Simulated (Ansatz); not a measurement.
`O[SiH](Cl)[GeH2][Cl]` at its PBE0-D4/def2-TZVP geometry, where that method's forces vanish. Charge 0, multiplicity 1.

| atom | x (Å) | y (Å) | z (Å) |
| --- | --- | --- | --- |
| O1 | 1.9545 | 0.0852 | 0.3454 |
| Si2 | 0.6969 | 0.7958 | -0.4116 |
| Cl3 | 0.1541 | 2.5696 | 0.4729 |
| Ge4 | -1.1741 | -0.6761 | -0.2048 |
| Cl5 | -0.7101 | -1.6222 | 1.7071 |
| H6 | 1.7463 | -0.4119 | 1.1430 |
| H7 | 1.1301 | 1.0983 | -1.7907 |
| H8 | -2.5491 | -0.0180 | -0.0338 |
| H9 | -1.2487 | -1.8207 | -1.2276 |

Problem. For each bond, give half the difference of the two atoms' forces along it (eV/Å; positive pushes the atoms apart) under PBE-D4, r2SCAN-D4, B3LYP-D4, ωB97M-V in def2-TZVPP. (Best estimate.)

Solution. Ansatz gave: 
```tsv
bond	length (Å)	PBE-D4	r2SCAN-D4	B3LYP-D4	ωB97M-V
O1–Si2	1.631	0.36	0.06	0.11	0.12
O1–H6	0.963	0.35	0.01	-0.03	-0.06
Si2–Cl3	2.055	0.14	0.06	0.19	0.06
Si2–Ge4	2.390	-0.16	-0.03	0.04	-0.03
Si2–H7	1.477	0.05	-0.04	-0.19	-0.20
Ge4–Cl5	2.183	0.25	0.07	0.30	0.09
Ge4–H8	1.534	0.09	-0.03	-0.05	-0.08
Ge4–H9	1.537	0.09	-0.04	-0.05	-0.08
```

B3LYP here is the variant with VWN-RPA as its local correlation; programs differ in this.
